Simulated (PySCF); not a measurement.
PySCF 2.14 output of an unrestricted PBE calculation on a single atom or ion in x2c-TZVPPall with one added diffuse shell each of s, p, d, f type (9s7p7d3f1g, 95 functions), with scalar relativity by spin-free X2C-1e:

```
SCF conv_tol = 1e-09
number electrons alpha = 24  beta = 20
    J. P. Perdew, K. Burke, and M. Ernzerhof.,  Phys. Rev. Lett. 77, 3865 (1996)
    J. P. Perdew, K. Burke, and M. Ernzerhof.,  Phys. Rev. Lett. 78, 1396 (1997)
    J. P. Perdew, K. Burke, and M. Ernzerhof.,  Phys. Rev. Lett. 77, 3865 (1996)
    J. P. Perdew, K. Burke, and M. Ernzerhof.,  Phys. Rev. Lett. 78, 1396 (1997)
cycle= 1 E= -4782.6527309334  delta_E= -0.0176  |g|= 0.0737  |ddm|= 0.264
cycle= 2 E= -4782.6529957866  delta_E= -0.000265  |g|= 0.0431  |ddm|= 0.0649
cycle= 3 E= -4782.65329419212  delta_E= -0.000298  |g|= 0.0142  |ddm|= 0.039
cycle= 4 E= -4782.6533365354  delta_E= -4.23e-05  |g|= 0.00342  |ddm|= 0.00852
cycle= 5 E= -4782.65333868153  delta_E= -2.15e-06  |g|= 0.00176  |ddm|= 0.00129
cycle= 6 E= -4782.65333995208  delta_E= -1.27e-06  |g|= 0.000299  |ddm|= 0.00324
cycle= 7 E= -4782.65333997689  delta_E= -2.48e-08  |g|= 2.03e-05  |ddm|= 0.000328
cycle= 8 E= -4782.65333997707  delta_E= -1.84e-10  |g|= 1.89e-06  |ddm|= 3.39e-05
converged SCF energy = -4782.65333997707  <S^2> = 6.0008776  2S+1 = 5.000351
```

The run itself started from symmetry-adapted Hartree-Fock orbitals and held the occupation by maximum overlap, on a logarithmic radial grid, so the iterations belong to that start.

Question: Which element, charge and spin multiplicity is this?

Answer: Rh⁺ (rhodium, charge +1), multiplicity 5; the state was [Kr] 4d7 5p1, one real determinant (an excited configuration).

⟨L²⟩ = 13.74 against 20 for a pure G term, so this real determinant mixes terms.
